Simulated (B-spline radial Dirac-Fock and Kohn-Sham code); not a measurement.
Two-hole binding energies of Se

System: the free selenium atom, configuration [Ar] 3d10 4s1 4p5 (an excited configuration).

The run's input, task.json:

```json
{"items": [{
  "Z": 34,
  "q": 0,
  "cfg": [[1, 0, 2], [2, 0, 2], [2, 1, 6], [3, 0, 2], [3, 1, 6], [3, 2, 10], [4, 0, 1], [4, 1, 5]],
  "A": 80,
  "rrms": 4.14,
  "do": ["binding", "quiet", "double"]
}]}
```

Launch: `python xray_run.py task.json out`

The computed values come from an atomic code on a B-spline grid: relaxed Dirac-Fock hole states (ΔSCF) with Breit and QED corrections and a finite nucleus. U is the two-hole binding energy less the two single-hole energies, the effective repulsion of the holes after relaxation. Each two-hole energy is an average over J within one jj subconfiguration.

```csv
holes,E(a) (eV),E(b) (eV),E(ab) (eV),U (eV)
1s⁻²,12666.6,12666.6,25827.3,494.0
1s⁻¹ 3p1/2⁻¹,12666.6,180.5,12881.3,34.1
1s⁻¹ 3d3/2⁻¹,12666.6,64.86,12759.2,27.7
1s⁻¹ 3d5/2⁻¹,12666.6,64.01,12758.1,27.5
2s⁻²,1669.6,1669.6,3413.7,74.6
2s⁻¹ 2p1/2⁻¹,1669.6,1486.3,3223.6,67.7
2p1/2⁻²,1486.3,1486.3,3064.2,91.6
2s⁻¹ 3p1/2⁻¹,1669.6,180.5,1880.0,29.9
2s⁻¹ 3d3/2⁻¹,1669.6,64.86,1763.4,29.0
2s⁻¹ 3d5/2⁻¹,1669.6,64.01,1762.4,28.9
2p1/2⁻¹ 3d5/2⁻¹,1486.3,64.01,1579.6,29.3
2p1/2⁻¹ 3d3/2⁻¹,1486.3,64.86,1579.3,28.1
3d3/2⁻²,64.86,64.86,?,?
3d3/2⁻¹ 3d5/2⁻¹,64.86,64.01,153.3,24.4
```

Task: Give the missing two-hole energy and U.

Result: E(ab) = 153.7 eV and U = 24.0 eV.
